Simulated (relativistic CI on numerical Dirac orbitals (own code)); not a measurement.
# Hyperfine structure of Nb12+, mass number 93

Computed by Dirac-Coulomb-Breit CI, KLI orbitals optimised for each configuration, model QED, unscaled Slater integrals (own radial code, finite nucleus).

CI space (outside the closed core [Ar]): 3d10.4s, 3d10.4p, 3d10.4d, 3d10.4f, 3d10.5s, 3d10.5p, 3d10.5d, 3d10.5f, 3d10.6s, 3d9.4s2, 3d9.4p2, 3d10.5g, 3d10.6p, 3d8.4s.4p2, 3d10.6d, 3d10.6f. Levels of other configurations are missing.

Nuclear spin I = 9/2, μ = 6.163 μN, Q = -0.32 b (tables of Stone and Pyykkö). The electronic factors are computed for point nuclear moments, without core polarisation or the Bohr-Weisskopf and QED corrections.

| Level | E (cm⁻¹) | A (GHz) | B (GHz) |
| --- | --- | --- | --- |
| 3d10.4s 2S_1/2 | 0 | 114.3 |  |
| 3d10.4p 2P°_1/2 | 220341 | 31.71 |  |
| 3d10.4p 2P°_3/2 | 246677 | 5.457 | -2.42 |
| 3d10.4d 2D_3/2 | 601123 | 2.178 | -0.321 |
| 3d10.4d 2D_5/2 | 605379 | 0.915 | -0.441 |
| 3d10.4f 2F°_7/2 | 951127 | 0.1293 | -0.0651 |
| 3d10.4f 2F°_5/2 | 951140 | 0.2332 | -0.056 |
| 3d10.5s 2S_1/2 | 970696 | 47.02 |  |

Levels with J = 0, under 50 % of one LS term, or S terms without an open s electron are left out. Small factors come from cancelling terms and can be off by tens of per cent or more.

At this charge energies of transitions that change n are usually good to better than 1 %, and those within a shell (Δn = 0) to a few per cent.

Task: Give the hyperfine levels of 3d10.4s 2S_1/2 relative to its centre of gravity.

Result: With K = F(F + 1) − I(I + 1) − J(J + 1), E = AK/2: F = 4: -314.3, F = 5: 257.2 GHz.

LS names give the leading component of a level, which can be under half, so a name can repeat, a term be missing and a line seem to break the LS rules.
